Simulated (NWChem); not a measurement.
Molecule: GeHF, singlet; SMILES [GeH][F]

Computed with NWChem. Low-valent species are run as closed-shell singlets; no triplet was tried in these runs. The geometry was optimised at PBE0/def2-SVP. Ions are spin-unrestricted doublets at the neutral geometry; other ion states weren't tried.

Task: Predict the results for PBE/def2-SVP. Quantities: vertical ionisation energy, ΔSCF (eV); −ε(HOMO) (eV).

Result: The vertical ionisation energy, ΔSCF (eV) comes out as 9.59 and the −ε(HOMO) (eV) comes out as 5.92.
